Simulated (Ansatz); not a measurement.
`BC(B)=C` + `[AlH2][SH]` → `B[S][AlH2]` + `BC=C` at 400 K and 1 bar (ligand exchange at a B–C bond).

Computed with Ansatz on PBE0-D4/def2-TZVP structures; ΔE is electronic, products minus reactants. CCSD(T)/CBS is the MP2 limit (def2-TZVPP, def2-QZVPP) plus CCSD(T) − MP2 in def2-TZVPP, frozen cores. This one scheme is used for every species.

```csv
species,CCSD(T)/CBS energy (Eh),H − E (kJ/mol),S (J/(mol·K))
`BC(B)=C`,-129.23883,220.5,327.8
`[AlH2][SH]`,-641.61836,79.4,287.5
`B[S][AlH2]`,-667.02114,121.1,331.1
`BC=C`,-103.86193,185.4,285.8
```

H − E and S are ideal-gas, rigid-rotor, harmonic terms from PBE0-D4/def2-TZVP. 1 Eh = 2625.50 kJ/mol, R = 8.31446 J/(mol·K).

Problem. By hand: ΔE, ΔH, ΔS and ΔG.

Solution. ΔE = (-667.02114) + (-103.86193) − (-129.23883) − (-641.61836) = -0.02588 Eh = -67.9 kJ/mol. Δ(H − E) = 121.1 + 185.4 − 220.5 − 79.4 = 6.6, so ΔH = -61.3 kJ/mol. ΔS = 331.1 + 285.8 − 327.8 − 287.5 = 1.6 J/(mol·K). ΔG = -61.3 − 400 × (1.6)/1000 = -61.9 kJ/mol.

Problem. By hand: the equilibrium constant, and the temperature at which ΔG would vanish if ΔH and ΔS stayed fixed.

Solution. log₁₀ K = −ΔG/(RT ln 10) = 8.1. ΔH and −TΔS have one sign here, so there is no such temperature. One of them is within its doubt of zero, so this could turn.

The number of gas molecules stays the same, so ΔS is small and ΔH decides. A doubt of 5 kJ/mol in ΔE shifts log₁₀ K by 0.7 here. These are equilibria of isolated gas molecules and say nothing of rates. Largest T1 diagnostic: 0.014 (customary marks: 0.02 for closed shells, 0.045 for open ones).
